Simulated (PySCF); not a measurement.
H$_{4}$O$_{2}$S$_{2}$Si (SMILES O[Si](O)(S)S), singlet, at a GFN2-xTB geometry; DF-PBE/6-311+G(2d,p) (PySCF).

The PySCF input:
```python
from pyscf import gto, scf, dft

mol = gto.M(
    atom='''
O     1.447655   -0.835142    0.734042
Si    0.148433   -0.321789   -0.073524
O    -0.191665   -1.434580   -1.197978
S    -1.604066   -0.105321    1.155439
S     0.758099    1.574150   -0.874555
H     1.507391   -1.739237    1.035275
H    -0.946826   -1.355701   -1.774873
H    -1.198355    0.966160    1.815158
H     2.047277    1.290352   -0.828865
''',
    basis='6-311+g(2d,p)',
    charge=0,
    spin=0,
    verbose=4,
    max_memory=1800,
)

mf = dft.RKS(mol)
mf.xc = 'pbe'
mf = mf.density_fit(auxbasis='def2-universal-jkfit')
mf.kernel()
```

Problem. Write the output that PySCF gives for this input, abridged.

Solution. 
```
PySCF version 2.14.0

[INPUT] verbose = 4
[INPUT] num. atoms = 9
[INPUT] num. electrons = 66
[INPUT] charge = 0
[INPUT] spin (= nelec alpha-beta = 2S) = 0
[INPUT] symmetry False subgroup None
[INPUT] Mole.unit = angstrom
[INPUT] Symbol           X                Y                Z      unit          X                Y                Z       unit  Magmom
[INPUT]  1 O      1.447655000000  -0.835142000000   0.734042000000 AA    2.735671472857  -1.578189655122   1.387138343928 Bohr   0.0
[INPUT]  2 Si     0.148433000000  -0.321789000000  -0.073524000000 AA    0.280497717848  -0.608093079898  -0.138940223583 Bohr   0.0
[INPUT]  3 O     -0.191665000000  -1.434580000000  -1.197978000000 AA   -0.362194357665  -2.710963303779  -2.263850323254 Bohr   0.0
[INPUT]  4 S     -1.604066000000  -0.105321000000   1.155439000000 AA   -3.031245425727  -0.199027845165   2.183463263641 Bohr   0.0
[INPUT]  5 S      0.758099000000   1.574150000000  -0.874555000000 AA    1.432599485307   2.974712378984  -1.652669430869 Bohr   0.0
[INPUT]  6 H      1.507391000000  -1.739237000000   1.035275000000 AA    2.848556152634  -3.286681595710   1.956386213609 Bohr   0.0
[INPUT]  7 H     -0.946826000000  -1.355701000000  -1.774873000000 AA   -1.789241827617  -2.561903596799  -3.354023875885 Bohr   0.0
[INPUT]  8 H     -1.198355000000   0.966160000000   1.815158000000 AA   -2.264562750003   1.825777792510   3.430151492813 Bohr   0.0
[INPUT]  9 H      2.047277000000   1.290352000000  -0.828865000000 AA    3.868792831121   2.438411884285  -1.566327844238 Bohr   0.0

nuclear repulsion = 379.162333319583
number of shells = 83
number of NR pGTOs = 274
number of NR cGTOs = 183
basis = 6-311+g(2d,p)
ecp = {}

******** <class 'pyscf.df.df_jk.DFRKS'> ********
method = DFRKS
initial guess = minao
damping factor = 0
level_shift factor = 0
DIIS = <class 'pyscf.scf.diis.CDIIS'>
diis_start_cycle = 1
diis_space = 8
diis_damp = 0
SCF conv_tol = 1e-09
SCF conv_tol_grad = None
SCF max_cycles = 50
direct_scf = False
XC library pyscf.dft.libxc version 7.1.2
    S. Lehtola, C. Steigemann, M. J. T. Oliveira, and M. A. L. Marques,  SoftwareX 7, 1–5 (2018)
XC functionals = pbe
    J. P. Perdew, K. Burke, and M. Ernzerhof,  Phys. Rev. Lett. 77, 3865 (1996)
    J. P. Perdew, K. Burke, and M. Ernzerhof,  Phys. Rev. Lett. 78, 1396 (1997)
    J. P. Perdew, K. Burke, and M. Ernzerhof,  Phys. Rev. Lett. 77, 3865 (1996)
    J. P. Perdew, K. Burke, and M. Ernzerhof,  Phys. Rev. Lett. 78, 1396 (1997)
radial grids:
    Treutler-Ahlrichs [JCP 102, 346 (1995); DOI:10.1063/1.469408] (M4) radial grids

becke partition: Becke, JCP 88, 2547 (1988); DOI:10.1063/1.454033
pruning grids: <function nwchem_prune>
grids dens level: 3
symmetrized grids: False
atomic radii adjust function: <function treutler_atomic_radii_adjust>
small_rho_cutoff = 0
Set gradient conv threshold to 3.16228e-05
Initial guess from minao.
tot grids = 124336
init E= -1238.81306025653
  HOMO = -0.290449803752083  LUMO = -0.0646077340001948  gap/eV = 6.14548
cycle= 1 E= -1238.09352997044  delta_E= 0.72  |g|= 1.19  |ddm|=  2.7
  HOMO = -0.116662441109614  LUMO = -0.0206433261114296  gap/eV = 2.61281
cycle= 2 E= -1237.08267062281  delta_E= 1.01  |g|= 2.53  |ddm|= 3.16
  HOMO = -0.209704771512974  LUMO = -0.0453001756748092  gap/eV = 4.47368
cycle= 3 E= -1238.31228074015  delta_E= -1.23  |g|= 0.279  |ddm|= 2.83
  HOMO = -0.243969370756273  LUMO = -0.0431157314046706  gap/eV = 5.46551
cycle= 4 E= -1238.32853996171  delta_E= -0.0163  |g|= 0.159  |ddm|= 0.626
  HOMO = -0.234906468821375  LUMO = -0.0421834206326685  gap/eV = 5.24426
cycle= 5 E= -1238.33433375362  delta_E= -0.00579  |g|= 0.0339  |ddm|= 0.205
  HOMO = -0.231418412517043  LUMO = -0.0406869502559971  gap/eV = 5.19007
cycle= 6 E= -1238.33454821717  delta_E= -0.000214  |g|= 0.0182  |ddm|= 0.0502
  HOMO = -0.231832505185277  LUMO = -0.041175495232966  gap/eV = 5.18804
cycle= 7 E= -1238.33462348575  delta_E= -7.53e-05  |g|= 0.00444  |ddm|= 0.0197
  HOMO = -0.231929772246316  LUMO = -0.0412128700068462  gap/eV = 5.18967
cycle= 8 E= -1238.33462758467  delta_E= -4.1e-06  |g|= 0.00151  |ddm|= 0.0064
  HOMO = -0.231904943441148  LUMO = -0.0412036112132421  gap/eV = 5.18925
cycle= 9 E= -1238.33462797238  delta_E= -3.88e-07  |g|= 0.000517  |ddm|= 0.00165
  HOMO = -0.231910634793426  LUMO = -0.0412133273169847  gap/eV = 5.18914
cycle= 10 E= -1238.334628049  delta_E= -7.66e-08  |g|= 5.77e-05  |ddm|= 0.000945
  HOMO = -0.231915508331792  LUMO = -0.0412140879372577  gap/eV = 5.18925
cycle= 11 E= -1238.33462804962  delta_E= -6.21e-10  |g|= 3.04e-05  |ddm|= 0.000127
  HOMO = -0.231911478531849  LUMO = -0.0412137032468178  gap/eV = 5.18915
Extra cycle  E= -1238.33462804946  delta_E= 1.63e-10  |g|= 3.95e-05  |ddm|= 0.000113
converged SCF energy = -1238.33462804946
```
